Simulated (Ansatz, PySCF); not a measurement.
Reaction (SMILES): N[Si](N)(N)Cl + H+ → N[Si](N)([NH3+])Cl
Structures are relaxed separately at B3LYP-D3(BJ)/def2-TZVP in Ansatz (a quantum-chemistry and plane-wave program), one conformer each, not searched for the lowest.
Geometry of the first species:
```xyz
11

N     -0.9994    -1.1121    -1.0915
Si     0.0764    -0.0184    -0.3508
N     -0.1028     1.5337    -1.0298
N      1.6812    -0.5599    -0.5356
Cl    -0.3703     0.0886     1.7002
H     -1.9472    -1.2293    -0.7727
H     -0.6320    -1.9476    -1.5160
H     -0.7972     1.6777    -1.7443
H      0.0884     2.3723    -0.5066
H      2.1056    -1.2047     0.1108
H      2.3560     0.0515    -0.9648
```
Charge 0, spin multiplicity 1.

Wanted: proton affinity (0 K, with B3LYP-D3(BJ) harmonic zero-point energies from PySCF), positive where the reaction releases energy, in kcal/mol. Cores are frozen in the correlated levels unless marked. Spin-orbit coupling is left out. No relativistic terms. Basis-set limits of correlation are two-point, X^-3; Hartree-Fock from the larger set.

CCSD(T)/CBS(cc-pV(T+d)Z,cc-pV(Q+d)Z) (Ansatz) gives 214.0 kcal/mol.

Q: Another calculation gave 213.2 kcal/mol. Which level was it?
A. revPBE/def2-TZVPD (Ansatz)
B. B2PLYP/def2-TZVPD (Ansatz)
C. SVWN5/def2-TZVPD (Ansatz)

A: B, B2PLYP/def2-TZVPD (Ansatz). The others give 207.8 (SVWN5), 216.3 (revPBE) kcal/mol.
